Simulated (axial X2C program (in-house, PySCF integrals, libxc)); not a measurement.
## Excited states of BeS by EOM-EE-CCSD

Computed with an axial X2C code built on PySCF integrals: two-component X2C with atomic mean-field Coulomb and Gaunt terms, Gaussian nuclei, basis S dyall-av3z, Be dyall-acv3z with contracted cores.

R = 1.739 Å (near the PBE0 minimum at charge 0 of the determinant lowest at the starting distance; the state shown can have its own minimum elsewhere).

Hartree–Fock spinors of BeS (one of each Kramers pair; a window near the gap, which can cut inner shells):

```json
{"ω": "1/2", "occupied": "yes", "ε (eV)": "-23.50", "character": "61% S s, 17% Be p, 12% Be s"}
{"ω": "1/2", "occupied": "yes", "ε (eV)": "-11.33", "character": "69% S p, 15% Be s, 5% Be p"}
{"ω": "1/2", "occupied": "yes", "ε (eV)": "-9.18", "character": "66% S p, 21% Be p, 7% Be d"}
{"ω": "3/2", "occupied": "yes", "ε (eV)": "-9.12", "character": "66% S p, 22% Be p, 7% Be d"}
{"ω": "1/2", "occupied": "no", "ε (eV)": "-1.61", "character": "42% Be p, 41% Be s, 8% S p"}
{"ω": "1/2", "occupied": "no", "ε (eV)": "0.35", "character": "83% Be p, 14% Be s"}
{"ω": "1/2", "occupied": "no", "ε (eV)": "0.46", "character": "96% Be p, 2% Be d"}
{"ω": "3/2", "occupied": "no", "ε (eV)": "0.46", "character": "96% Be p, 2% Be d"}
{"ω": "1/2", "occupied": "no", "ε (eV)": "1.02", "character": "73% Be s, 21% Be p, 3% Be d"}
{"ω": "1/2", "occupied": "no", "ε (eV)": "1.46", "character": "65% Be p, 25% Be d, 6% S d"}
```

Vertical excitation energies from the closed-shell determinant state of BeS:

```json
{"Ω": "2", "excitation (eV)": "1.129", "cm⁻¹": "9104", "hole of the leading pair": "66% S pπ, 22% Be pπ, 7% Be dπ", "particle of the leading pair": "41% Be pσ, 38% Be sσ, 11% S pσ", "weight of the pair (for Ω = 0 its time-reversed partner can hold as much again)": "0.92", "singles weight": "0.92"}
{"Ω": "1", "excitation (eV)": "1.147", "cm⁻¹": "9253", "hole of the leading pair": "66% S pπ, 22% Be pπ, 7% Be dπ", "particle of the leading pair": "41% Be pσ, 38% Be sσ, 11% S pσ", "weight of the pair (for Ω = 0 its time-reversed partner can hold as much again)": "0.55", "singles weight": "0.92"}
{"Ω": "0⁻", "excitation (eV)": "1.169", "cm⁻¹": "9432", "hole of the leading pair": "66% S pπ, 21% Be pπ, 7% Be dπ", "particle of the leading pair": "41% Be pσ, 38% Be sσ, 11% S pσ", "weight of the pair (for Ω = 0 its time-reversed partner can hold as much again)": "0.46", "singles weight": "0.92"}
{"Ω": "0⁺", "excitation (eV)": "1.170", "cm⁻¹": "9439", "hole of the leading pair": "66% S pπ, 21% Be pπ, 7% Be dπ", "particle of the leading pair": "41% Be pσ, 38% Be sσ, 11% S pσ", "weight of the pair (for Ω = 0 its time-reversed partner can hold as much again)": "0.46", "singles weight": "0.92"}
{"Ω": "1", "excitation (eV)": "1.348", "cm⁻¹": "10874", "hole of the leading pair": "66% S pπ, 21% Be pπ, 7% Be dπ", "particle of the leading pair": "43% Be pσ, 37% Be sσ, 10% S pσ", "weight of the pair (for Ω = 0 its time-reversed partner can hold as much again)": "0.54", "singles weight": "0.90"}
{"Ω": "0⁻", "excitation (eV)": "2.601", "cm⁻¹": "20978", "hole of the leading pair": "70% S pσ, 16% Be sσ", "particle of the leading pair": "41% Be pσ, 37% Be sσ, 11% S pσ", "weight of the pair (for Ω = 0 its time-reversed partner can hold as much again)": "0.43", "singles weight": "0.93"}
{"Ω": "1", "excitation (eV)": "2.601", "cm⁻¹": "20979", "hole of the leading pair": "70% S pσ, 16% Be sσ", "particle of the leading pair": "41% Be pσ, 37% Be sσ, 11% S pσ", "weight of the pair (for Ω = 0 its time-reversed partner can hold as much again)": "0.87", "singles weight": "0.93"}
{"Ω": "0⁺", "excitation (eV)": "3.444", "cm⁻¹": "27780", "hole of the leading pair": "69% S pσ, 15% Be sσ", "particle of the leading pair": "44% Be pσ, 37% Be sσ, 9% S pσ", "weight of the pair (for Ω = 0 its time-reversed partner can hold as much again)": "0.42", "singles weight": "0.89"}
{"Ω": "0⁻", "excitation (eV)": "4.161", "cm⁻¹": "33564", "hole of the leading pair": "66% S pπ, 22% Be pπ, 7% Be dπ", "particle of the leading pair": "51% Be pπ, 18% S dπ, 14% S pπ", "weight of the pair (for Ω = 0 its time-reversed partner can hold as much again)": "0.23", "singles weight": "0.94"}
{"Ω": "1", "excitation (eV)": "4.162", "cm⁻¹": "33566", "hole of the leading pair": "66% S pπ, 22% Be pπ, 7% Be dπ", "particle of the leading pair": "51% Be pπ, 18% S dπ, 13% S pπ", "weight of the pair (for Ω = 0 its time-reversed partner can hold as much again)": "0.46", "singles weight": "0.94"}
```

This point took 17 s on 1 thread of Intel(R) Xeon(R) Platinum 8488C (Sapphire Rapids), with other jobs on the host.

Reference electrons by ω block (each with its −ω partner): 1/2: 8, 3/2: 2. 8 electrons of BeS correlated (inner shells frozen), 88 natural virtual spinors (a truncated set); levels can be off by some tenths of an eV. Roots sought by Ω: (0: 5, 1: 4, 2: 3, 3: 1); rows need 60 % singles weight and stop where some Ω has no more roots. Missing are any skipped roots, higher Ω and states of a further excitation; these come out far too high here and may in truth be low or lowest. T1 of the reference 0.027 (Lee–Taylor). Number of frozen shells: S 2 s, 1 p; Be 1 s. Large amplitudes in the reference (orbital relaxation or multireference character) lower the reliability.
